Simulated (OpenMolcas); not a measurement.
# Rh3+: effect of the metal basis

Rh3+ with its 6 nearest chloride ions at 2.493 Å, on the Y site of Cs2NaYCl6 (a = 10.7396 Å, distance in the model lattice 2.619 Å). The rest of the host is ab initio model potentials to 7.6 Å and point charges beyond; the distance is set by hand and nothing relaxes.

* Program: OpenMolcas
* Method: CASSCF
* Spin-orbit coupling: RASSI with atomic mean-field integrals over the reference wave functions

Fixed: ligand basis ANO-RCC-VDZP, active space 6 electrons in 5 orbitals (4d), DKH2 Hamiltonian.

States (labels of O, the rotations of Oh). Energies in cm-1 above the lowest state or level, χT in cm3 K/mol; 10Dq and B are least-squares fits to the states below 45000 cm-1, weighted by degeneracy, with a free offset, and given where the rms deviation is under 5 % of |10Dq| (or 100 cm-1) and under 700 cm-1.

```
Run   Metal basis  Ground state  First state of that spin   10Dq  B (rms of fit)  First gap with spin-orbit (degeneracies)  χT at 300 K  First state of another spin                      Cost
  A  ANO-RCC-VDZP           1A1                 1T1 11351  15569       644 (661)                               3800 (1, 2)        0.062                     5T2 4160   roughly 80 core-seconds
  B  ANO-RCC-VTZP           1A1                 1T1 11153                                                      2763 (1, 3)        0.075                     5T2 2932  roughly 110 core-seconds
```

Against A, the first state of the same spin changes by -1.7 % in B.

Costs are those of the RASSCF and RASSI steps.

Without dynamic correlation the repulsion within the d shell is too large (B by tens of per cent), so at a given field states of lower spin stand too high. This shell can be high or low spin here, a state of another spin lies low, and with metal d orbitals alone active their balance is uncertain, so the ground spin may be wrong, although the usual error favours high spin. With metal d orbitals alone the field can be off either way by tens of per cent. Ligand-to-metal charge-transfer states are missing. With no ligand orbital active B as a rule stays too high, so bands that hang on it stand too high and its fall with covalency is understated. The least metal-like active orbital is 68 % on the metal (Löwdin) and no ligand orbital is active, so the numbers are rough, and ground spin, moment and any spin crossover can be artefacts of this space; highly charged d ions in such sites are as a rule low spin (holds for A). The least metal-like active orbital is 71 % on the metal (Löwdin) and no ligand orbital is active, so the numbers are rough (holds for B). No measured value stands beside these numbers; the geometry was set by hand and not optimised.
